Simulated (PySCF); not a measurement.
# Running PySCF for CaI⁺

The script input.py:

```python
from pyscf import gto, dft, scf

mol = gto.M(
    atom='Ca 0 0 0; I 0 0 2.79',
    basis='sbkjc',
    ecp={'Ca': 'sbkjc', 'I': 'sbkjc'},
    charge=1,
    spin=0,
    verbose=4,
)
mf = dft.RKS(mol, xc='pbe0')
mf = scf.addons.smearing_(mf, sigma=0.01, method='fermi')
mf.kernel()
mf.dip_moment()
print('orbital energies (hartree):', mf.mo_energy[..., max(0, mol.nelec[1]-3):mol.nelec[0]+3].round(4))
```

```bash
$ OMP_NUM_THREADS=1 python input.py
```

Output (some set-up lines and the per-cycle HOMO/LUMO lines with their warnings removed):

```
PySCF version 2.14.0

[INPUT] Symbol           X                Y                Z      unit          X                Y                Z       unit  Magmom
[INPUT]  1 Ca     0.000000000000   0.000000000000   0.000000000000 AA    0.000000000000   0.000000000000   0.000000000000 Bohr   0.0
[INPUT]  2 I      0.000000000000   0.000000000000   2.790000000000 AA    0.000000000000   0.000000000000   5.272335887537 Bohr   0.0

nuclear repulsion = 2.65536951716129
number of shells = 8
number of NR pGTOs = 36
number of NR cGTOs = 16
basis = sbkjc
ecp = {'Ca': 'sbkjc', 'I': 'sbkjc'}

******** <class 'pyscf.scf.smearing.SmearingRKS'> ********
method = SmearingRKS
initial guess = minao
damping factor = 0
level_shift factor = 0
DIIS = <class 'pyscf.scf.diis.CDIIS'>
SCF conv_tol = 1e-09
SCF max_cycles = 50
XC functionals = pbe0

grids dens level: 3
Initial guess from minao.
tot grids = 42384
init E= -11.8654969762384
    sigma = 0.01  Optimized mu = -0.152293156697  entropy = 0.307619074621
    Total E(T) = -11.8871807492132  Free energy = -11.8902569399594  E0 = -11.8887188445863
cycle= 1 E= -11.8871807492132  delta_E= -0.0217  |g|= 0.114  |ddm|= 2.64
    sigma = 0.01  Optimized mu = -0.359271783366  entropy = 0.0563387839153
    Total E(T) = -11.8984160577365  Free energy = -11.8989794455756  E0 = -11.8986977516561
cycle= 2 E= -11.8984160577365  delta_E= -0.0112  |g|= 0.0316  |ddm|= 0.486
    sigma = 0.01  Optimized mu = -0.339396267047  entropy = 0.147344374902
    Total E(T) = -11.8991869299758  Free energy = -11.9006603737248  E0 = -11.8999236518503
cycle= 3 E= -11.8991869299758  delta_E= -0.000771  |g|= 0.0149  |ddm|= 0.183
    sigma = 0.01  Optimized mu = -0.342369102629  entropy = 0.104137932455
    Total E(T) = -11.8999882391576  Free energy = -11.9010296184821  E0 = -11.9005089288199
cycle= 4 E= -11.8999882391576  delta_E= -0.000801  |g|= 0.000689  |ddm|= 0.0568
    sigma = 0.01  Optimized mu = -0.341974619472  entropy = 0.103725768511
    Total E(T) = -11.8999940280108  Free energy = -11.9010312856959  E0 = -11.9005126568533
cycle= 5 E= -11.8999940280108  delta_E= -5.79e-06  |g|= 6.32e-05  |ddm|= 0.00509
    sigma = 0.01  Optimized mu = -0.341949122718  entropy = 0.103497744448
    Total E(T) = -11.8999963202622  Free energy = -11.9010312977067  E0 = -11.9005138089845
cycle= 6 E= -11.8999963202622  delta_E= -2.29e-06  |g|= 1.73e-05  |ddm|= 0.000505
    sigma = 0.01  Optimized mu = -0.341940550355  entropy = 0.103522372809
    Total E(T) = -11.8999960745253  Free energy = -11.9010312982534  E0 = -11.9005136863894
cycle= 7 E= -11.8999960745253  delta_E= 2.46e-07  |g|= 5.73e-07  |ddm|= 8.4e-05
    sigma = 0.01  Optimized mu = -0.34194048502  entropy = 0.103521745187
    Total E(T) = -11.8999960808017  Free energy = -11.9010312982536  E0 = -11.9005136895277
cycle= 8 E= -11.8999960808017  delta_E= -6.28e-09  |g|= 4.54e-08  |ddm|= 2.22e-06
    sigma = 0.01  Optimized mu = -0.341940464291  entropy = 0.10352171577
    Total E(T) = -11.8999960810959  Free energy = -11.9010312982536  E0 = -11.9005136896748
cycle= 9 E= -11.8999960810959  delta_E= -2.94e-10  |g|= 3.62e-09  |ddm|= 1.78e-07
    sigma = 0.01  Optimized mu = -0.341940464281  entropy = 0.103521713313
    Total E(T) = -11.8999960811205  Free energy = -11.9010312982536  E0 = -11.900513689687
Extra cycle  E= -11.8999960811205  delta_E= -2.46e-11  |g|= 4.23e-10  |ddm|= 4.56e-09
converged SCF energy = -11.8999960811205

WARN: System has nonzero charge 1; the dipole moment is origin-dependent.
Location of origin: [0. 0. 0.]

Dipole moment(X, Y, Z, Debye): -0.00000,  0.00000, -7.78635
orbital energies (hartree): [-0.4407 -0.405  -0.405  -0.286  -0.2001 -0.2001]
```

In short: E(SCF) = -11.899996 Eh, 9 cycles.

Hardware: Arm Neoverse V2, 1 thread, shared host. Wall time 0.93 s.

Stability towards an unrestricted solution was not tested. The bond length is a typed value, not an optimised one. The dipole of an ion depends on the origin.
